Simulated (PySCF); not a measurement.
Deuteron quadrupole couplings in `Fc1cccc2c1C=C[SiH2]2`

C₈H₇FSi.
Z-matrix (Å and degrees, PBE0-D3(BJ)/def2-SVP geometry), rows numbered from 1:
```
F 
C   1  1.3345
C   2  1.3911  1  119.01
C   3  1.3926  2  119.34  1  -180.00
C   4  1.3996  3  120.47  2    -0.02
C   5  1.3906  4  119.85  3     0.04
C   2  1.3929  1  119.56  3  -179.98
C   7  1.4722  2  125.32  1     0.06
C   8  1.3504  7  117.09  2   179.88
Si  9  1.8719  8  108.44  7     0.23
H   3  1.0915  2  118.87  1    -0.02
H   4  1.0927  3  119.39  2  -180.00
H   5  1.0930  4  119.50  3  -179.97
H   8  1.0945  7  119.12  2    -0.01
H   9  1.0919  8  121.62  7  -179.93
H  10  1.4953  6  113.43  5    62.24
H  10  1.4950  6  113.70  5   -61.73
```

Level: PBE0/pcSseg-1 (PySCF, non-relativistic); Q(2H) = 0.00286 b; rigid geometry, the same for H and D, with no vibrational averaging.

Question: Rank these positions by the coupling χzz of a deuteron there, largest first.
A. H15 (vinylic hydrogen)
B. H16 (Si–H hydrogen)
C. H12 (aromatic hydrogen)

Answer: A (210 kHz), C (204 kHz), B (94 kHz).

Question: Give the electric field gradient Vzz (the principal value of largest size), its asymmetry and the 2H coupling at each hydrogen.

Answer: 
```tsv
atom	bonded to	bond length (Å)	Vzz (au)	η	χzz (kHz)
H11	C3	1.092	0.3051	0.07	205
H12	C4	1.093	0.3032	0.07	204
H13	C5	1.093	0.3027	0.07	203
H14	C8	1.094	0.2985	0.04	201
H15	C9	1.092	0.3122	0.03	210
H16	Si10	1.495	0.1400	0.02	94
H17	Si10	1.495	0.1401	0.02	94
```

Question: Average by the element that carries the hydrogen.

Answer: on C: 205 kHz over 5 positions, mean bond length 1.093 Å; on Si: 94 kHz over 2 positions, mean bond length 1.495 Å.

Isolated species at its PBE0-D3(BJ)/def2-SVP geometry, gas phase. A larger basis could move these couplings by a tenth or more.
